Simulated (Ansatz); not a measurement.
C3H6OSi can be A, `C1=C[SiH2]OC1`, or B, `C=C1OC[SiH2]1`.

Gas-phase electronic energies from Ansatz, PBE0-D4/def2-TZVP geometries. CCSD(T)/CBS is the MP2 limit (def2-TZVPP, def2-QZVPP) plus CCSD(T) − MP2 in def2-TZVPP, frozen cores. DFT in def2-TZVPP. B3LYP here is the variant with VWN-RPA as its local correlation; programs differ in this.

Problem. Which is lower in electronic energy at CCSD(T)/CBS, and by how much? (Estimate.)

Solution. Ansatz gave: A, by 216.5 kJ/mol.

Problem. Give E(B) − E(A) in kJ/mol with r2SCAN-D4, LDA (SPW92), MP2/def2-TZVPP, B3LYP-D4, B2PLYP, PBE-D4, BLYP-D4. (Estimate.)

Solution. Computed: r2SCAN-D4 205.3, LDA (SPW92) 194.9, MP2/def2-TZVPP 221.9, B3LYP-D4 204.7, B2PLYP 210.4, PBE-D4 187.1, BLYP-D4 190.7. None reverses the order clearly.

Problem. Does the order hold for the free energy at 298.15 K (harmonic terms from PBE0-D4)? (Estimate.)

Solution. The calculation gave: Yes: G(B) − G(A) = +208.2 kJ/mol.

Largest T1 diagnostic: 0.014.

Leaving LDA and LC-ωPBE aside and taking each functional with its dispersion term where it has one, the values, not all of them listed here, spread over 36.1 kJ/mol, from PBE-D4 to BHLYP-D4. LDA lies +9.4 kJ/mol from PBE without D4. From BLYP to BHLYP (50 % exact exchange), in def2-TZVPP and without D4, E(B) − E(A) moves by +34.9 kJ/mol.
